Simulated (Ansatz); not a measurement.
Two isomers of CH5BFNO: A = `OCNBF`, B = `NB(O)CF`.

Program: Ansatz. Geometries: PBE0-D4/def2-TZVP. ΔE: electronic, gas phase. CBS: MP2 limit from def2 TZ/QZ plus the TZ coupled-cluster correction, frozen cores. DFT in def2-TZVPP. B3LYP here is the variant with VWN-RPA as its local correlation; programs differ in this. One conformer a species, not always the lowest.

(1) Which is lower in electronic energy at CCSD(T)/CBS, and by how much? (Best estimate.)

(2) Give E(B) − E(A) in kJ/mol with ωB97M-V, HF/def2-TZVPP, PBE-D4, B3LYP, r2SCAN-D4, CCSD/def2-TZVPP, MP2/def2-TZVPP. (Estimate.)

Largest T1 diagnostic: 0.012.

## Answers

(1) Ansatz gave: B, by 26.5 kJ/mol.

(2) Computed: ωB97M-V -29.1, HF/def2-TZVPP -21.3, PBE-D4 -27.4, B3LYP -26.9, r2SCAN-D4 -29.4, CCSD/def2-TZVPP -24.0, MP2/def2-TZVPP -22.5. None reverses the order clearly.
